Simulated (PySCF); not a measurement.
## How methods differ on the ionisation energy of Sn⁺

Sn⁺ [Kr] 4d10 5s2 5p1 (2P) → Sn²⁺ [Kr] 4d10 5s2 (1S), as a difference of total energies. Calculation: PySCF 2.14, in x2c-QZVPPall (13s9p7d4f1g, 112 functions); scalar relativity by spin-free X2C-1e. Correlated levels: valence: [Kr] 4d10 frozen; valence and next inner shell: [Ar] 3d10 frozen. The calculations carry no spin-orbit coupling.

```
                                method  ionisation energy (eV)
                                   UHF                  13.749
                                   LDA                  14.414
                                   PBE                  14.228
                                  PBE0                  14.265
                                r2SCAN                  14.378
                                  TPSS                  14.195
                               wB97X-V                  14.161
                                 HSE06                  14.281
                         MP2 (valence)                  13.977
                     SCS-MP2 (valence)                  13.969
    MP2 (valence and next inner shell)                  14.135
SCS-MP2 (valence and next inner shell)                  14.069
```

Task: How much does correlation contribute at MP2 (valence and next inner shell)?

Result: 14.135 − (13.749) = 0.386 eV, measured against UHF.

A first-order spin-orbit estimate (lowest level to lowest level, LS coupling) adds 0.311 eV.

Errors of the correlated levels include the incompleteness of this basis and the frozen core.

For comparison: 14.633 eV (measured; NIST Atomic Spectra Database, ionization energies).
